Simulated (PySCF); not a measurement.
# The second ionisation energy along the 5p block

Calculated with PySCF 2.14 from differences of total energies of unrestricted determinants, without spin-orbit coupling. Values in eV. The last column holds reference values (NIST; (s) semi-empirical, (t) theoretical, else measured). Unmarked ones compare directly (S terms, centres of terms, or small fine structure); those marked * lie between the lowest fine-structure levels and include a spin-orbit shift.

```
                               element                         configurations     UHF  MP2 (valence)  SCS-MP2 (valence)  CCSD (valence)     LDA  r2SCAN         reference
In (aug-cc-pVTZ-PP with ECP28MDF, ECP)          [Kr] 4d10 5s2 → [Kr] 4d10 5s1  17.012         17.646             17.773          17.902  19.496  18.795            18.870
Sn (aug-cc-pVTZ-PP with ECP28MDF, ECP)      [Kr] 4d10 5s2 5p1 → [Kr] 4d10 5s2  13.747         13.954             13.943          14.020  14.399  14.378            14.282
Sb (aug-cc-pVTZ-PP with ECP28MDF, ECP)  [Kr] 4d10 5s2 5p2 → [Kr] 4d10 5s2 5p1  16.005         16.326             16.263          16.361  16.654  16.654  16.626 ± 0.025 *
Te (aug-cc-pVTZ-PP with ECP28MDF, ECP)  [Kr] 4d10 5s2 5p3 → [Kr] 4d10 5s2 5p2  18.359         18.789             18.663          18.771  18.935  19.012      18.6 ± 0.4 *
 I (aug-cc-pVTZ-PP with ECP28MDF, ECP)  [Kr] 4d10 5s2 5p4 → [Kr] 4d10 5s2 5p3  17.661         18.282             18.344          18.411  19.012  18.733            18.750
Xe (aug-cc-pVTZ-PP with ECP28MDF, ECP)  [Kr] 4d10 5s2 5p5 → [Kr] 4d10 5s2 5p4  20.076         20.811             20.812          20.831  21.365  21.119      20.975 (s) *
```

Q: Which of these methods has the smallest mean absolute error against the measured values here?

A: r2SCAN, with 0.063 eV.

```json
{"method": "UHF", "elements": "3", "mean error (eV)": "-1.160", "mean absolute error (eV)": "1.160", "largest error (eV)": "-1.859"}
{"method": "MP2 (valence)", "elements": "3", "mean error (eV)": "-0.673", "mean absolute error (eV)": "0.673", "largest error (eV)": "-1.224"}
{"method": "SCS-MP2 (valence)", "elements": "3", "mean error (eV)": "-0.614", "mean absolute error (eV)": "0.614", "largest error (eV)": "-1.098"}
{"method": "CCSD (valence)", "elements": "3", "mean error (eV)": "-0.523", "mean absolute error (eV)": "0.523", "largest error (eV)": "-0.968"}
{"method": "LDA", "elements": "3", "mean error (eV)": "0.335", "mean absolute error (eV)": "0.335", "largest error (eV)": "0.625"}
{"method": "r2SCAN", "elements": "3", "mean error (eV)": "0.001", "mean absolute error (eV)": "0.063", "largest error (eV)": "0.096"}
```

Errors include the incompleteness of the basis and the frozen core.

"Valence" correlates the outer s and p shells and, in groups 3 to 12 and the f block, the outer d or f shell, open or full, or the next shell where the ion has no valence electron left; the wider scheme adds the next inner shell.
